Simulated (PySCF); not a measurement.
# Working out the ionisation energy of Cl²⁺

Cl²⁺ [Ne] 3s2 3p3 (4S) → Cl³⁺ [Ne] 3s2 3p2 (3P). All numbers are calculated (PySCF 2.14, scalar relativity by spin-free X2C-1e, in ANO-RCC-VTZP (5s4p2d1f, 34 functions)). Frozen: [Ne]. Energies in hartree (1 hartree = 27.21139 eV):

```
            part  Cl²⁺ (lower)  Cl³⁺ (upper)
             UHF   -459.634815   -458.202712
CCSD correlation     -0.115962     -0.094702
             (T)     -0.003197     -0.001965
```

**Question.** What does Hartree-Fock give?

**Answer.** (-458.202712) − (-459.634815) = 1.432103 hartree = 38.970 eV.

**Question.** What do CCSD and CCSD(T) give?

**Answer.** The CCSD correlation energies differ by 0.021260 hartree = 0.579 eV and the triples by 0.001232 hartree = 0.034 eV, so CCSD gives 39.549 eV and CCSD(T) 39.583 eV.

A first-order spin-orbit estimate adds -0.103 eV to CCSD(T) (valence), giving 39.480 eV against 39.8 ± 0.11 eV (semi-empirical (NIST evaluation); NIST Atomic Spectra Database, ionization energies).

What remains against the reference includes basis incompleteness, the frozen core and higher excitations.
